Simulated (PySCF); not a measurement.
**A survey of ²⁹Si NMR shifts**

Theory: GFN2-xTB structure, NMR shieldings at PBE0/pcSseg-1/GIAO, in PySCF (equivalent nuclei averaged, non-relativistic, single conformer, in vacuum).

Shieldings were converted by a linear fit to measured shifts: ²⁹Si: δ = 279.94 − 0.822σ (rms 8.9 ppm, 72 shifts, 25.8 ppm with the 6 outliers that the fit left out vs TMS, solution or neat liquid). Occasional misses reach two or three times the rms, and more in compound classes unlike the fitted ones.

Problem. Give the ²⁹Si shifts of `C#C[SiH2][Si@H](Cl)O[SiH3]`, `CC(=O)OCO[SiH3]`, `C[C@H](F)CCNC([SiH3])[SiH3]`, `[SiH3]C#C[SiH2]O[SiH2]Cl`, `FC(F)O[C@@H]1O[C@@H]1O[SiH3]`.

Solution. 
```csv
compound,environment,δ (ppm)
[CH:1]#[C:2][SiH2:3][Si@H:4]([Cl:5])[O:6][SiH3:7],"Si4: silicon bonded to Cl, O, Si, H",-13.6
[CH:1]#[C:2][SiH2:3][Si@H:4]([Cl:5])[O:6][SiH3:7],"Si7: silicon bonded to O, 3 H",-42.2
[CH:1]#[C:2][SiH2:3][Si@H:4]([Cl:5])[O:6][SiH3:7],"Si3: silicon bonded to C, Si, 2 H",-93.2
CC(=O)OCO[SiH3],"silicon bonded to O, 3 H",-34.3
[CH3:1][C@H:2]([F:3])[CH2:4][CH2:5][NH:6][CH:7]([SiH3:8])[SiH3:9],"Si9: silicon bonded to C, 3 H",-61.2
[CH3:1][C@H:2]([F:3])[CH2:4][CH2:5][NH:6][CH:7]([SiH3:8])[SiH3:9],"Si8: silicon bonded to C, 3 H",-65.6
[SiH3:1][C:2]#[C:3][SiH2:4][O:5][SiH2:6][Cl:7],"Si6: silicon bonded to Cl, O, 2 H",-29.1
[SiH3:1][C:2]#[C:3][SiH2:4][O:5][SiH2:6][Cl:7],"Si4: silicon bonded to C, O, 2 H",-53.4
[SiH3:1][C:2]#[C:3][SiH2:4][O:5][SiH2:6][Cl:7],"Si1: silicon bonded to C, 3 H",-88.1
FC(F)O[C@@H]1O[C@@H]1O[SiH3],"silicon bonded to O, 3 H",-38.3
```

Problem. Match the shifts -30.4, -39.7, -62.8 ppm to `C=Cc1cc(O[SiH3])n[nH]1`, `N#C[C@H]1C[Si@@H](NC=O)C1`, `CO[SiH](C=O)OC`.

Solution. -30.4: N#C[C@H]1C[Si@@H](NC=O)C1 (silicon bonded to 2 C, N, H, in a 4-membered ring); -39.7: C=Cc1cc(O[SiH3])n[nH]1 (silicon bonded to O, 3 H); -62.8: CO[SiH](C=O)OC (silicon bonded to C, 2 O, H).
